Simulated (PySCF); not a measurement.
Vertical excitations of a molecule C3H7BN2 from TDA-PBE0/def2-SVPD (PySCF), as energy in eV (oscillator strength): 5.48 (0.000), 5.97 (0.033), 5.99 (0.000), 6.03 (0.000), 6.46 (0.002), 6.55 (0.002), 6.70 (0.090), 6.88 (0.300), 7.22 (0.025), 7.36 (0.026). Lowest triplet (TDA): 4.24 eV. Geometry optimised at PBE0-D3(BJ)/def2-SVP. One conformer was computed; it need not be the lowest.

Task: Which molecule gave these data?
A) C=C=CB(N)N
B) C#CB(N)NC
C) CC1=NCB1N
D) CB(N)CC#N

Result: A, C=C=CB(N)N
